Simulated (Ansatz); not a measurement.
Compare A (`CN[CH2][GeH3]`) with its isomer B (`[CH3][GeH2][CH2]N`).

Calculated with Ansatz (gas phase, PBE0-D4/def2-TZVP geometries, no zero-point term in ΔE). CCSD(T)/CBS is the MP2 limit (def2-TZVPP, def2-QZVPP) plus CCSD(T) − MP2 in def2-TZVPP, frozen cores. DFT in def2-TZVPP. For Ge outer-core shells are correlated without core-valence functions, which leaves a few kJ/mol of doubt a bond. Scalar relativity is left out up to krypton. One conformer a species, not always the lowest.

Problem. Which isomer does CCSD(T)/CBS put lower? Give the gap. (An estimate is asked.)

Solution. The calculation gave: B, by 13.4 kcal/mol.

Problem. Give E(B) − E(A) in kcal/mol with CCSD/def2-TZVPP, ωB97M-V, PBE-D4, PBE0-D4, r2SCAN-D4, MP2/def2-TZVPP, HF/def2-TZVPP. (Estimate.)

Solution. Ansatz gave: CCSD/def2-TZVPP -13.2, ωB97M-V -12.9, PBE-D4 -12.2, PBE0-D4 -12.5, r2SCAN-D4 -12.7, MP2/def2-TZVPP -14.2, HF/def2-TZVPP -11.6. None reverses the order clearly.

Largest T1 diagnostic: 0.010.

In def2-TZVPP, CCSD(T) changes the Hartree–Fock value by −1.7 kcal/mol (the triples alone add −0.0 kcal/mol) and MP2 by −2.6 kcal/mol.
